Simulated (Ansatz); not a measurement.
CH$_{8}$FNOSi$_{2}$ (`CO[SiH2]N[SiH2]F`), relaxed with RKS PBE0-D4/def2-TZVP in Ansatz from a GFN2-xTB geometry. The force threshold is 0.005 eV/Å; the program also tests the step.

Total charge 0; spin multiplicity 1.

Start:

```xyz
14

C    -0.483    2.399    1.402
O    -0.607    1.335    0.514
Si    0.427    0.093    0.356
N    -0.343   -0.791   -0.908
Si    0.125   -2.325   -1.512
F     1.729   -2.320   -1.602
H    -1.316    3.083    1.232
H    -0.512    2.048    2.436
H     0.457    2.932    1.245
H     1.759    0.548   -0.044
H     0.507   -0.694    1.592
H    -1.211   -0.406   -1.240
H    -0.155   -3.428   -0.604
H    -0.379   -2.475   -2.866
```

```json
{"step": "1", "energy (eV)": "-23169.8889", "largest force (eV/Å)": "0.809", "largest move (Å)": "0.000"}
{"step": "2", "energy (eV)": "-23169.9641", "largest force (eV/Å)": "0.343", "largest move (Å)": "0.074"}
{"step": "3", "energy (eV)": "-23169.9786", "largest force (eV/Å)": "0.099", "largest move (Å)": "0.060"}
{"step": "4", "energy (eV)": "-23170.0058", "largest force (eV/Å)": "0.267", "largest move (Å)": "0.200"}
{"step": "5", "energy (eV)": "-23170.0209", "largest force (eV/Å)": "0.840", "largest move (Å)": "0.195"}
{"step": "6", "energy (eV)": "-23170.0676", "largest force (eV/Å)": "0.403", "largest move (Å)": "0.200"}
{"step": "7", "energy (eV)": "-23170.0947", "largest force (eV/Å)": "0.237", "largest move (Å)": "0.200"}
{"step": "8", "energy (eV)": "-23170.1040", "largest force (eV/Å)": "0.330", "largest move (Å)": "0.194"}
{"step": "9", "energy (eV)": "-23170.1175", "largest force (eV/Å)": "0.275", "largest move (Å)": "0.141"}
{"step": "10", "energy (eV)": "-23170.1253", "largest force (eV/Å)": "0.159", "largest move (Å)": "0.142"}
{"step": "11", "energy (eV)": "-23170.1299", "largest force (eV/Å)": "0.101", "largest move (Å)": "0.092"}
{"step": "12", "energy (eV)": "-23170.1321", "largest force (eV/Å)": "0.140", "largest move (Å)": "0.091"}
{"step": "13", "energy (eV)": "-23170.1336", "largest force (eV/Å)": "0.085", "largest move (Å)": "0.045"}
{"step": "14", "energy (eV)": "-23170.1350", "largest force (eV/Å)": "0.038", "largest move (Å)": "0.063"}
{"step": "15", "energy (eV)": "-23170.1356", "largest force (eV/Å)": "0.041", "largest move (Å)": "0.062"}
{"step": "16", "energy (eV)": "-23170.1359", "largest force (eV/Å)": "0.032", "largest move (Å)": "0.038"}
{"step": "17", "energy (eV)": "-23170.1361", "largest force (eV/Å)": "0.029", "largest move (Å)": "0.026"}
{"step": "18", "energy (eV)": "-23170.1363", "largest force (eV/Å)": "0.024", "largest move (Å)": "0.036"}
{"step": "19", "energy (eV)": "-23170.1364", "largest force (eV/Å)": "0.019", "largest move (Å)": "0.020"}
{"step": "20", "energy (eV)": "-23170.1364", "largest force (eV/Å)": "0.012", "largest move (Å)": "0.008"}
{"step": "21", "energy (eV)": "-23170.1365", "largest force (eV/Å)": "0.003", "largest move (Å)": "0.005"}
```

End:

```xyz
14

C    -0.682    2.196    1.550
O    -0.723    1.173    0.584
Si    0.588    0.272    0.181
N     0.235   -0.631   -1.235
Si   -0.031   -2.313   -1.362
F     1.296   -3.103   -1.785
H    -1.601    2.779    1.471
H    -0.620    1.784    2.564
H     0.169    2.869    1.395
H     1.727    1.204   -0.043
H     0.922   -0.708    1.245
H     0.175   -0.104   -2.096
H    -0.435   -2.831   -0.038
H    -1.019   -2.586   -2.431
```

Hardware: 2 threads of an AMD EPYC 7R13 on a shared host and a share of an NVIDIA H100 80 GB. Wall time 44 s, peak host memory 0.95 GiB.
